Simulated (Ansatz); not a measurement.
Reaction (hydrogenolysis of the Si–Si bond): `O[Si](F)([SiH3])[SiH3]` + H₂ → `O[SiH](F)[SiH3]` + SiH₄

Isolated molecules relaxed with PBE0-D4/def2-TZVP in Ansatz; ΔE leaves out vibrations. CCSD(T)/CBS is the MP2 limit (def2-TZVPP, def2-QZVPP) plus CCSD(T) − MP2 in def2-TZVPP, frozen cores. This one scheme is used for every species. One conformer a species, not always the lowest.

```csv
level,ΔE (kJ/mol)
HF/def2-SVP,-67.0
CCSD/CBS(def2),-33.9
```

(1) What does CCSD(T)/CBS give? (Estimate.)

Largest T1 diagnostic among the species: 0.013.

Results:

(1) Computed: -28.0 kJ/mol. The listed levels differ from it by -39.0, -5.9 kJ/mol.

From BLYP to BHLYP (50 % exact exchange), in def2-TZVPP and without D4, ΔE moves by −13.3 kJ/mol. The D4 term adds +12.2 kJ/mol with B3LYP and +7.0 kJ/mol with PBE0; it sums over pairs of atoms, weighted by their polarisabilities, and B3LYP, whose exchange is more repulsive, gets the larger term.

CCSD(T)/CBS has its own doubt, a few kJ/mol and more with outer-core shells, so smaller differences from it don't rank the levels.

B3LYP here is the variant with VWN-RPA as its local correlation; programs differ in this.
